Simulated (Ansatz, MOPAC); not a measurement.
The molecule LaO, multiplicity 2 (lowest of 2S+1 = 2, 4, 6 at CCSD(T)/def2-TZVPP on PBE0 minima; our sources give no spin for the ground state, which may be another). No spin–orbit coupling.

Constants: fifth-degree fit in 1/R to seven points, most abundant isotopes. In def2 and cc sets the state is the lowest found near the PBE0 minimum, followed along R.

Correlated levels freeze the inner cores; with def2 sets outer-core shells near the valence are correlated too. CBS(a, b) extrapolates the correlation energy as X⁻³ and adds the Hartree–Fock energy of set b. The state reached by PM7 isn't checked; PM7 holds dispersion and hydrogen-bond terms.

The values were computed with Ansatz (Gaussian orbitals); MOPAC for PM7 (differences of heats of formation). Values without a source in brackets are computed. In def2 rows elements past Kr take small-core potentials, without spin–orbit coupling.

```tsv
level	r_e (Å)	ω_e (cm⁻¹)	ω_e x_e (cm⁻¹)	dipole (D)
PM7	1.813	890	2.4	-
SVWN5/def2-TZVPP	1.904	813	2.4	4.03
r2SCAN/def2-TZVPP	1.908	810	2.3	3.84
CCSD/def2-TZVPP	1.894	829	2.1	-
CCSD/def2-QZVPP	1.876	…	2.0	-
CCSD(T)/def2-TZVPP	1.911	794	2.3	-
CCSD(T)/def2-QZVPP	1.893	797	2.2	-
CCSD(T)/CBS(def2-TZVPP, def2-QZVPP)	…	…	2.2	-
```

Complete the blanks.


- CCSD(T)/CBS(def2-TZVPP, def2-QZVPP), r_e (Å): 1.888
- CCSD(T)/CBS(def2-TZVPP, def2-QZVPP), ω_e (cm⁻¹): 802
- CCSD/def2-QZVPP, ω_e (cm⁻¹): 832

Ansatz is a quantum-chemistry and plane-wave program.
